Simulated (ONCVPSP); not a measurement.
**What the settings do to the ONCV potential of rubidium**

Base potential:

- Element: rubidium (Rb)
- Generator: ONCVPSP 4.0.1
- Type: optimised norm-conserving Vanderbilt (ONCV)
- Functional: PBE
- Relativity: fully relativistic
- Frozen core: [Ar] 3d10
- Valence charge: 9
- Reference configuration: 4s2 4p6 5s0.5 (charge +0.5)
- Partial waves: 4s+5s: rc 2.10 bohr, ncon 3, nbas 7, qcut 7.4 1/bohr, 2 projectors; 4p: rc 1.65 bohr, ncon 4, nbas 7, qcut 4.9 1/bohr, 2 projectors, debl 2.5 Ha; d scattering state at 0.21 Ha: rc 1.60 bohr, ncon 3, nbas 8, qcut 6.5 1/bohr, 2 projectors, debl 1.8 Ha
- Local potential: polynomial inside 1.00 bohr (lpopt 5, dvloc0 4 Ha)
- Core correction: none

Open shells are filled in proportion to 2j + 1.

All-electron outer shells of the reference configuration (PBE, scalar-relativistic, ld1.x):

```tsv
shell	level (eV)	outermost node (bohr)	outermost maximum (bohr)
4s	-34.55	0.62	1.25
4p	-18.61	0.64	1.42
5s	-4.12	1.78	4.01
```

Cutoffs, loose and tight: the cutoffs (Ha) at which the residual kinetic energy of the hardest occupied pseudo-wave falls to 1 and 0.1 mHa per electron. They do not see the model core or the augmentation charge, which bear on the density cutoff. Test errors are all-electron minus pseudo excitation energies from the reference, over the configurations 4s2 4p6 5s1; 4s2 4p6 5s0; 4s2 4p6 5s0 5p1; 4s2 4p6 4d0.5 5s0.5. A dash means not determined; rows that change the core or the reference have their own tests.

| change | outcome | cutoff, loose | cutoff, tight | bound ghosts | GHOST(+) flags above zero | largest test error (meV) |
| --- | --- | --- | --- | --- | --- | --- |
| base | generated | 15 Ha | 49 Ha | none | s | -0.6 |
| reference 4s2 4p6 5s1 | generated | 15 Ha | 49 Ha | none | s | -4.1 |
| d: debl 3.1 | generated | 15 Ha | 49 Ha | none | s | -0.6 |
| s: qcut 9 | failed: ERROR pspot: first pseudo wave function has node, program will stop | – | – | – | – | – |
| d: rc 1.36 | generated | 15 Ha | 49 Ha | none | s, d5/2, d3/2 | -0.5 |
| all radii scaled by about 1.27 (s 2.68, p 2.10, d 2.04 bohr); local potential polynomial inside 1.28 bohr (lpopt 5, dvloc0 4 Ha) | generated | 11 Ha | 13 Ha | none | none | -0.7 |
